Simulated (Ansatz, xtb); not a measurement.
# Two isomers of C2H8GeOSi

We compare I, `[SiH3][C@@H]1O[C@H]1[GeH3]`, a singlet, with II, `[SiH3][C@@H]1O[C@@H]1[GeH3]`, a singlet. Both are isolated molecules in the gas phase, relaxed with PBE0-D3(BJ)/def2-SVP.

Energies in hartree; the thermal terms are from GFN2-xTB frequencies at re-optimised GFN2-xTB minima (ideal gas, soft modes damped towards free rotors, one conformer each, 298.15 K, 1 atm) and include the zero-point energy:

```
                               I            II
E, CCSD(T)/def2-SVP  −2519.877781  −2519.874040
    E, MP2/def2-SVP  −2519.801225  −2519.797123
  E, MP2/def2-TZVPP  −2520.512589  −2520.509119
  zero-point energy      0.082121      0.082077
       H(298 K) − E      0.091506      0.091300
       G(298 K) − E      0.048378      0.048703
```

Correct the CCSD(T) difference for the basis set by the MP2 change, then work out ΔE, ΔE₀, ΔH and ΔG for I → II in kJ/mol (1 Eh = 2625.50 kJ/mol) and the equilibrium ratio [II]/[I].

1. Differences II − I: CCSD(T) +0.003741, MP2 in the small set +0.004102, MP2 in the large set +0.003470 Eh.
2. ΔE = +0.003741 + (+0.003470 − (+0.004102)) = +0.003109 Eh = +8.16 kJ/mol.
3. ΔE₀ = ΔE + ΔZPE = +0.003109 + (−0.000044) Eh = +8.05 kJ/mol.
4. ΔH = ΔE + (−0.000206) Eh = +7.62 kJ/mol.
5. ΔG = ΔE + (+0.000325) Eh = +9.02 kJ/mol, so ΔS = (ΔH − ΔG)/T = −4.7 J/(mol K).
6. kT = 0.9442 mEh, so K = [II]/[I] = exp(−ΔG/kT) = exp(−3.64) ≈ 0.026.

Structure I is favoured at this temperature. An error of 4 kJ/mol in ΔG would change K by a factor of 5. Mirror images and further conformers aren't counted.

As drawn, both hold the same kinds of bond in the same numbers.

Other levels gave ΔE = +4.5 (GFN2-xTB); +6.2 (HF/STO-3G, GFN2-xTB geometries); +8.4 (r2SCAN-D4/def2-SVP, GFN2-xTB geometries); +7.9 (PBE0-D3(BJ)/def2-SVP); +11.8 (HF/def2-SVP); +10.8 (MP2/def2-SVP); +9.8 (CCSD(T)/def2-SVP) kJ/mol. The correlated steps freeze 17 core orbitals; the filled d shell of Ge is correlated, in a basis made for valence electrons. Programs: Ansatz 0.2.0, xtb 6.7.1.
